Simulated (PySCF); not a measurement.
A structure optimised at PBE-D3(BJ)/def2-SVP, used in a PySCF frequency run:

```xyz
10

C      1.8076    -0.4549     0.5882
C      0.7723     0.2409     0.0796
F      0.9938     1.4900    -0.4032
B     -0.7226    -0.2533    -0.0625
N     -1.2495    -1.2822     0.7337
F     -1.5114     0.3298    -0.9887
H      2.8230    -0.0310     0.6238
H      1.6550    -1.4776     0.9608
H     -0.7373    -1.7166     1.4990
H     -2.2023    -1.6263     0.6128
```

Task: Write its SMILES and formula.

Result: C=C(F)B(N)F, C₂H₄BF₂N

Task: What are its rotational constants (standard atomic weights)?

Result: 5.0884, 2.9314, 1.9134 GHz
